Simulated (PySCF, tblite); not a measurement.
Parent: `[CH3:1][O:2][P@:3]1(=[O:4])[O:5][C@@H:6]([CH3:7])[C@@H:8]([CH3:9])[O:10]1` with C1–O2–P3–O4 -3°, O2–P3–O5–C6 -112°, P3–O5–C6–C7 -97°, O5–C6–C8–C9 -158°, C6–C8–O10–P3 35°, C5H11O4P.

The geometries are computed with GFN2-xTB (gas phase). One conformer each, not checked by frequencies here.

```
coordinate of the parent    value
                   C1–O2  1.417 Å
                   O2–P3  1.606 Å
                   P3=O4  1.454 Å
                   P3–O5  1.610 Å
                   O5–C6  1.418 Å
                   C6–C7  1.521 Å
                   C6–C8  1.546 Å
                   C8–C9  1.517 Å
                  C8–O10  1.421 Å
                  P3–O10  1.606 Å
                C1–O2–P3   119.7°
                O2–P3–O4   114.4°
                O2–P3–O5   101.8°
               O2–P3–O10   104.9°
                O4–P3–O5   119.0°
               O4–P3–O10   116.9°
               O5–P3–O10    97.2°
                P3–O5–C6   111.2°
                O5–C6–C7   109.2°
                O5–C6–C8   104.5°
                C7–C6–C8   113.6°
                C6–C8–C9   116.1°
               C6–C8–O10   104.4°
               C9–C8–O10   109.8°
               P3–O10–C8   109.3°
```

**Question.** How does the shared frame change in `[CH3:1][O:2][P@@:3]1(=[O:4])[O:5][CH2:6][C@@H:7]([CH3:8])[O:9]1` with C1–O2–P3–O4 -12°, O2–P3–O5–C6 85°, P3–O5–C6–C7 9°, O5–C6–C7–C8 -112°, C6–C7–O9–P3 -23°, C4H9O4P? Atoms pair as C1 = C1, O2 = O2, P3 = P3, O4 = O4, O5 = O5, C6 = C6, C8 = C7, C9 = C8, O10 = O9 (parent first).

**Answer.** 
| parent | relative | value in the relative | change |
| --- | --- | --- | --- |
| C1–O2 | C1–O2 | 1.416 Å | -0.001 |
| O2–P3 | O2–P3 | 1.613 Å | +0.007 |
| P3=O4 | P3=O4 | 1.450 Å | -0.004 |
| P3–O5 | P3–O5 | 1.614 Å | +0.004 |
| O5–C6 | O5–C6 | 1.408 Å | -0.010 |
| C6–C8 | C6–C7 | 1.554 Å | +0.008 |
| C8–C9 | C7–C8 | 1.521 Å | +0.004 |
| C8–O10 | C7–O9 | 1.415 Å | -0.006 |
| P3–O10 | P3–O9 | 1.600 Å | -0.006 |
| C1–O2–P3 | C1–O2–P3 | 119.4° | -0.3 |
| O2–P3–O4 | O2–P3–O4 | 114.3° | -0.1 |
| O2–P3–O5 | O2–P3–O5 | 104.5° | +2.7 |
| O2–P3–O10 | O2–P3–O9 | 103.6° | -1.3 |
| O4–P3–O5 | O4–P3–O5 | 117.2° | -1.8 |
| O4–P3–O10 | O4–P3–O9 | 118.5° | +1.6 |
| O5–P3–O10 | O5–P3–O9 | 96.2° | -1.0 |
| P3–O5–C6 | P3–O5–C6 | 111.5° | +0.3 |
| O5–C6–C8 | O5–C6–C7 | 107.9° | +3.4 |
| C6–C8–C9 | C6–C7–C8 | 111.7° | -4.4 |
| C6–C8–O10 | C6–C7–O9 | 106.3° | +1.9 |
| C9–C8–O10 | C8–C7–O9 | 110.6° | +0.8 |
| P3–O10–C8 | P3–O9–C7 | 111.1° | +1.8 |

Of the parent's bonds, O5–C6 changes most (-0.010 Å). Point group C1 → C1.
